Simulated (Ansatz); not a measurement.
Complex (SMILES): C#C (C2H2) with C[SiH3] (CH3-SiH3), atoms 1 to 4 the first; geometry from B3LYP-D3(BJ)/def2-TZVP, monomers rigid:
```xyz
12

C     -0.1165     0.4274    -0.3481
C     -0.5435    -0.4531     0.3410
H     -0.9236    -1.2325     0.9556
H      0.2711     1.2052    -0.9599
C      2.6297    -2.0608    -1.5202
Si     3.4368    -0.4101    -1.1513
H      2.6930    -2.2958    -2.5843
H      3.1200    -2.8641    -0.9671
H      1.5772    -2.0398    -1.2355
H      3.3716    -0.0937     0.2950
H      4.8630    -0.4218    -1.5626
H      2.7610     0.6825    -1.8956
```

Interaction energy at CCSD(T) with Ansatz (a first-principles code), kcal/mol, without and with the counterpoise correction (monomers among the partner's ghost functions). Cartesian d functions, on some or all atoms, in 6-311+G**; all else is spherical. Cores are frozen. No added dispersion term, no relativity. Reference, counterpoise-corrected: Hartree-Fock in aug-cc-pV(Q+d)Z plus the correlation part extrapolated as X^-3 from aug-cc-pV(T+d)Z and aug-cc-pV(Q+d)Z, -1.46.

```tsv
basis	functions	uncorrected	counterpoise	counterpoise correction	mean of both
6-31G	56	-1.21	0.09	1.30	-0.56
3-21G	56	-1.71	0.08	1.78	-0.81
def2-SV(P)	76	-1.25	-0.21	1.04	-0.73
def2-SVP	100	-1.31	-0.36	0.95	-0.83
6-311+G**	145	-1.37	-0.53	0.84	-0.95
aug-cc-pV(D+d)Z	173	-2.14	-1.11	1.03	-1.63
def2-TZVP	178	-1.20	-0.85	0.34	-1.02
def2-TZVPP	247	-1.27	-1.00	0.27	-1.14
jun-cc-pV(T+d)Z	277	-1.48	-1.13	0.35	-1.30
aug-cc-pV(T+d)Z	377	-1.68	-1.35	0.33	-1.52
pcseg-3	508	-1.42	-1.26	0.16	-1.34
aug-cc-pV(Q+d)Z	697	-1.52	-1.42	0.10	-1.47
```

The corrected value lies nearer the reference in 3 of 12 rows.
